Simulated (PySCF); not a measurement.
Coordinates in bohr (charge 0 multiplicity 1):
```
Ta   -0.0019   -1.5787    0.0000
N    -2.9679   -2.8254    0.0000
I     0.1642    1.2885   -4.1588
I     0.1642    1.2885    4.1588
```

All numbers come from PySCF, PBE, basis Ta def2-SVP with ECP60, N def2-SVP, I def2-SVP with ECP28 (scalar-relativistic core potentials, no spin–orbit coupling, density fitting).

This geometry of TaNI2 is a stationary point at this level.

(1) What is the point group?

(2) Is it a minimum?

(3) Which band is strongest in the infrared?

(4) What are the dipole moment and the gap between the highest occupied and lowest empty levels?

## Answers

(1) Cs.

(2) Yes: all harmonic wavenumbers are real, though the softest, 46 cm⁻¹, leaves little margin.

(3) 1051 cm⁻¹ (a'), 64 km/mol.

(4) 4.20 D and 1.65 eV.

Stability towards spin polarisation was not tested. This need not be the most stable arrangement of these atoms. Spin–orbit coupling, left out here, can matter for elements this heavy.
